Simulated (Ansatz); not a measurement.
**Ligand exchange: C2H7FSi2 + C3H5F3 → C2H8Si2 + C3H4F4**

Gas-phase species: C2H7FSi2 `C=C[SiH2][SiH2]F`, singlet; C3H5F3 `FCC(F)CF`, singlet; C2H8Si2 `C=C[SiH2][SiH3]`, singlet; C3H4F4 (1,2,2,3-tetrafluoropropane) `FCC(F)(F)CF`, singlet. The partners trade F for H: Si–F and C–H bonds give way to Si–H and C–F.

Shapes, held fixed at every level: PBE0-D4/def2-TZVP. Flexible molecules stand in one conformer, not always the lowest. Programs: Ansatz 0.2.0. The zero-point and thermal change to 298 K, harmonic and unscaled (PBE0-D4/def2-TZVP), is -9.3 kJ/mol.

```
               level                    kind  ΔH(298 K) (kJ/mol)  less CCSD(T)/CBS estimate
         HF/def2-SVP            Hartree–Fock              +118.8                      -35.0
       HF/def2-TZVPP            Hartree–Fock              +152.4                       -1.4
    SPW92/def2-TZVPP                     LDA              +126.3                      -27.5
 B3LYP-D4/def2-TZVPP           global hybrid              +149.1                       -4.7
  wB97X-V/def2-TZVPP  range-separated hybrid              +141.9                      -11.9
        MP2/def2-SVP     perturbation theory              +117.5                      -36.3
  CCSD(T)/def2-TZVPP   coupled cluster or CI              +145.9                       -7.9
CCSD(T)/CBS estimate   coupled cluster or CI              +153.8                        0.0
```

The highest level, CCSD(T)/CBS estimate, gives ΔH(298 K) = +153.8 kJ/mol; the levels span +117.5 to +153.8. The column of differences is taken from that level and isn't an error. No measured value is set beside it here. The CBS estimate extrapolates MP2 from def2-TZVPP and def2-QZVPP and adds CCSD(T) − MP2 in the triple-zeta set, cores frozen. CCSD(T)/CBS estimate lies outside the range of the other correlated levels here, so it shouldn't be taken on trust.
